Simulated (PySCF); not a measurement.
# Electron correlation in V (vanadium, neutral)

[Ar] 3d3 4s2, high-spin 4F determinant. All numbers are calculated (PySCF 2.14, the non-relativistic Hamiltonian (point nucleus), in def2-QZVPPD (11s6p5d3f2g, 93 functions)). Frozen: [Ar]; 5 electrons correlated.

```json
{"level": "CCSD", "correlation energy (mhartree)": "-75.84"}
{"level": "(T)", "correlation energy (mhartree)": "-2.76"}
{"level": "CCSD(T)", "correlation energy (mhartree)": "-78.60"}
```

Diagnostics: T1 = 0.026, D1 = 0.0697, largest double amplitude 0.077.

Cost of the coupled-cluster step: roughly 17 core-seconds, for 5 correlated electrons.
